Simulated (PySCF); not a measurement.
C₆ coefficients of unlike pairs at MN15

Calculated with PySCF 2.14 from the dipole response of each species, C₆(A,B) = (3/π) ∫ α_A(iu) α_B(iu) du, in atomic units, from isotropic polarisabilities. For ions this is the dispersion term alone; charge-induced terms of lower order in 1/R come first.

| species | configuration | basis | relativity | α (bohr³) | C₆ (like pair) |
| --- | --- | --- | --- | --- | --- |
| S | [Ne] 3s2 3p4 (3P) | aug-cc-pwCVTZ (8s7p5d3f) | none | 19.82 | 133.9 |
| Ar⁺ | [Ne] 3s2 3p5 (2P) | aug-cc-pV(T+d)Z with one added diffuse shell each of s, p, d, f type (7s6p5d3f) | none | 6.848 | 30.05 |
| Zn⁺ | [Ar] 3d10 4s1 (2S) | aug-cc-pVQZ-DK (9s8p6d4f3g2h) | spin-free X2C | 19.20 | 82.58 |
| Cd | [Kr] 4d10 5s2 (1S) | aug-cc-pVDZ-PP with ECP28MDF (5s5p4d2f) | core potential | 49.95 | 455.4 |

(1) Estimate C₆ for Ar⁺ with S.

No spin-orbit coupling is included.

The other pairs:

```tsv
pair	C₆
Cd, Zn⁺	193.0
Zn⁺, S	103.5
Cd, S	239.1
Cd, Ar⁺	103.3
Zn⁺, Ar⁺	45.90
```

## Answers

(1) The integral gives 60.81. The combination rule 2 C_A C_B / (C_A α_B/α_A + C_B α_A/α_B) gives 60.40 and the geometric mean 63.43.
